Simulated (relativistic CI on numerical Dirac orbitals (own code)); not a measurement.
Computed by Dirac-Coulomb-Breit CI, separate exchange-only KLI orbitals for each configuration, model QED (radiative potential, 1s self-energy scaled to tabulated hydrogen-like ionisation energies), unscaled Slater integrals (own radial code, finite nucleus).

Configuration list (outside the closed core [Ne]): 3s2.3p6.3d10, 3s2.3p6.3d9.4s, 3s2.3p6.3d9.4p, 3s2.3p6.3d9.4d, 3s2.3p6.3d9.4f, 3s2.3p5.3d10.4s, 3s2.3p6.3d8.4s2, 3s2.3p5.3d10.4p, 3s2.3p6.3d8.4s.4p, 3s2.3p6.3d9.5s, 3s2.3p6.3d8.4p2, 3s2.3p6.3d9.5p, 3s2.3p6.3d8.4s.4d, 3s2.3p5.3d10.4d, 3s.3p6.3d10.4s, 3s2.3p6.3d9.5d, 3s2.3p6.3d8.4p.4d, 3s2.3p5.3d9.4s2, 3s2.3p6.3d9.5f, 3s.3p6.3d10.4p, 3s2.3p6.3d9.5g, 3s2.3p5.3d10.4f, 3s2.3p6.3d8.4d2, 3s2.3p5.3d9.4s.4p, 3s2.3p6.3d9.6s, 3s2.3p6.3d9.6p, 3s2.3p5.3d9.4p2, 3s2.3p6.3d9.6d, 3s.3p6.3d10.4d, 3s2.3p5.3d9.4s.4d, 3s.3p6.3d9.4s2, 3s2.3p5.3d10.5s, 3s2.3p5.3d9.4p.4d, 3s2.3p5.3d10.5p, 3s.3p6.3d9.4s.4p, 3s2.3p4.3d10.4s2. Levels of other configurations are missing.

At this charge energies of transitions that change n are usually good to better than 1 %, and those within a shell (Δn = 0) to a few per cent.

Outline of the computed level scheme of I XXVI. Lowest level of each configuration: 3s2.3p6.3d10 1S_0 at 0.000 eV; 3s2.3p6.3d9.4s 3D_3 at 552.852 eV; 3s2.3p6.3d9.4p 3P°_2 at 603.562 eV; 3s2.3p6.3d9.4d 3S_1 at 699.684 eV; 3s2.3p6.3d9.4f 3P°_0 at 789.662 eV.

Some strong electric-dipole decays among the lowest 45 levels: 3s2.3p6.3d9.4p 1P°_1 → 3s2.3p6.3d10 1S_0 (2.2e+12 s⁻¹); 3s2.3p6.3d9.4p 3D°_1 → 3s2.3p6.3d10 1S_0 (3.2e+11 s⁻¹); 3s2.3p6.3d9.4p 3P°_1 → 3s2.3p6.3d10 1S_0 (3.1e+11 s⁻¹); 3s2.3p6.3d9.4d 3G_4 → 3s2.3p6.3d9.4p 3F°_3 (1.4e+11 s⁻¹); 3s2.3p6.3d9.4d 3G_3 → 3s2.3p6.3d9.4p 3F°_2 (1.3e+11 s⁻¹); 3s2.3p6.3d9.4d 3D_2 → 3s2.3p6.3d9.4p 3P°_2 (1.1e+11 s⁻¹); 3s2.3p6.3d9.4d 3S_1 → 3s2.3p6.3d9.4p 3P°_2 (1.1e+11 s⁻¹); 3s2.3p6.3d9.4f 3H°_5 → 3s2.3p6.3d9.4d 3G_4 (1.1e+11 s⁻¹).

LS names give the leading component of a level, which can be under half, so a name can repeat, a term be missing and a line seem to break the LS rules.
